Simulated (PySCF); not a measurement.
**Continuum solvent and chemical shifts**

Geometry (Å), atoms numbered from 1 in this order:
```xyz
26

C     4.531   -0.057   -0.118
C     3.190    0.608   -0.384
C     1.998   -0.234    0.050
C     0.651    0.422   -0.214
C    -0.539   -0.420    0.221
C    -1.886    0.236   -0.044
C    -3.078   -0.606    0.390
C    -4.419    0.058    0.123
H     4.667   -0.267    0.955
H     5.372    0.575   -0.442
H     4.613   -1.018   -0.651
H     3.150    1.583    0.132
H     3.097    0.838   -1.460
H     2.036   -1.212   -0.464
H     2.088   -0.464    1.128
H     0.562    0.651   -1.292
H     0.614    1.400    0.300
H    -0.502   -1.398   -0.293
H    -0.450   -0.649    1.299
H    -1.976    0.465   -1.122
H    -1.924    1.214    0.469
H    -3.038   -1.582   -0.125
H    -2.985   -0.835    1.467
H    -4.502    1.019    0.655
H    -4.554    0.267   -0.951
H    -5.260   -0.574    0.446
```

GIAO PBE0/pcSseg-1 in PySCF 2.14 on one PBE0-D3(BJ)/def2-SVP conformer, non-relativistic, equivalent nuclei averaged. Solvents enter as an IEF-PCM continuum (acetone with ε = 20.5, methanol with ε = 32.6) around the gas-phase geometry. Shifts are referred to TMS computed in the same medium.

Gas phase, δ in ppm: C3/C6 36.6, C4/C5 35.0, C2/C7 27.2, C1/C8 16.7, H12/H13/H22/H23 1.19, H16/H17/H18/H19 1.13, H14/H15/H20/H21 1.07, H9/H10/H11/H24/H25/H26 1.00. Dipole moment 0.00 D.

Q: How does each δ change in the continuum?

A: 
```json
{"atoms": "C3/C6", "environment": "sp3 CH2", "Δδ, acetone": "+0.6", "Δδ, methanol": "+0.6"}
{"atoms": "C4/C5", "environment": "sp3 CH2", "Δδ, acetone": "+0.6", "Δδ, methanol": "+0.6"}
{"atoms": "C2/C7", "environment": "sp3 CH2", "Δδ, acetone": "+0.6", "Δδ, methanol": "+0.6"}
{"atoms": "C1/C8", "environment": "methyl carbon", "Δδ, acetone": "+0.3", "Δδ, methanol": "+0.3"}
{"atoms": "H12/H13/H22/H23", "environment": "hydrogen on an sp3 CH2", "Δδ, acetone": "0.00", "Δδ, methanol": "0.00"}
{"atoms": "H16/H17/H18/H19", "environment": "hydrogen on an sp3 CH2", "Δδ, acetone": "-0.01", "Δδ, methanol": "-0.01"}
{"atoms": "H14/H15/H20/H21", "environment": "hydrogen on an sp3 CH2", "Δδ, acetone": "0.00", "Δδ, methanol": "0.00"}
{"atoms": "H9/H10/H11/H24/H25/H26", "environment": "hydrogen on a methyl carbon", "Δδ, acetone": "-0.01", "Δδ, methanol": "-0.01"}
```

Changes are relative to the gas phase.

Q: Which nuclei move most (in ppm), and what does the model miss?

A: C3/C6 (sp3 CH2, +0.6 ppm) and C4/C5 (sp3 CH2, +0.6 ppm) and C2/C7 (sp3 CH2, +0.6 ppm) in methanol. A continuum only polarises the solute; specific hydrogen bonds, the anisotropy of aromatic solvents and changes of geometry or conformer are outside it.
